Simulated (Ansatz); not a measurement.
Basis-set extrapolation for `C=C1C[SiH]1F` (PBE0-D4/def2-TZVP geometry, frozen core, Ansatz). Multiplicity 1, RHF reference.

```
                      def2-TZVPP   def2-QZVPP
                 HF  -504.971132  -504.990169
    MP2 correlation    -0.849723    -0.913956
CCSD(T) correlation    -0.919626      not run
```

Energies in hartree. Use E(X) = E(∞) + A·exp(−7.88·√X) for Hartree–Fock and E(X) = E(∞) + B·X^(−2.97) for correlation, with X = 3 and 4, and add CCSD(T) minus MP2 of the smaller set to the MP2 limit.

Problem. What is the CCSD(T) energy at the basis-set limit?

Solution. HF limit: -504.990169 + (-0.019037) × 0.13774 = -504.99279. MP2 limit: -0.913956 + (-0.064233) × 0.74074 = -0.96154. Higher-order term: -0.919626 − (-0.849723) = -0.06990. Total: -506.02423 hartree, 350.4 kJ/mol below CCSD(T)/def2-TZVPP.
